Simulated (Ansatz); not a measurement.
Start from `[BH2][GaH][CH2]CF` and change one atom or group to get `FCCBS`.

Ansatz, PBE0-D4/def2-TZVP geometries, multiplicity 1. Each molecule was computed in one conformer, which needn't be the lowest.

Scalar relativity is left out up to krypton.

| property | `[BH2][GaH][CH2]CF` |
| --- | --- |
| size of the dipole moment (PBE/def2-TZVPP) / D | 1.94 |
| LUMO energy (PBE0/def2-TZVPP) / eV | -2.05 |
| HOMO energy (PBE/def2-TZVPP) / eV | -6.07 |
| size of the dipole moment (ωB97M-V/def2-TZVPP) / D | 1.87 |
| HOMO–LUMO gap (B3LYP/def2-TZVPP) / eV | 4.76 |
| LUMO energy (ωB97M-V/def2-TZVPP) / eV | -0.14 |

Q: What does the change do to each property? (An estimate is asked.)

A: Ansatz gave: 
```csv
property,`FCCBS`,shift
size of the dipole moment (PBE/def2-TZVPP) / D,2.23,0.29
LUMO energy (PBE0/def2-TZVPP) / eV,-0.93,1.12
HOMO energy (PBE/def2-TZVPP) / eV,-7.08,-1.01
size of the dipole moment (ωB97M-V/def2-TZVPP) / D,2.33,0.46
HOMO–LUMO gap (B3LYP/def2-TZVPP) / eV,6.87,2.11
LUMO energy (ωB97M-V/def2-TZVPP) / eV,1.08,1.22
```

With PBE0 the HOMO falls by 1.03 eV and the LUMO rises by 1.12 eV, so the gap widens by about 2.15 eV. PBE moves the HOMO by -1.01 eV and ωB97M-V by -1.08 eV. Dipoles are sizes alone; their direction can turn.

B3LYP here is the variant with VWN-RPA as its local correlation; programs differ in this.
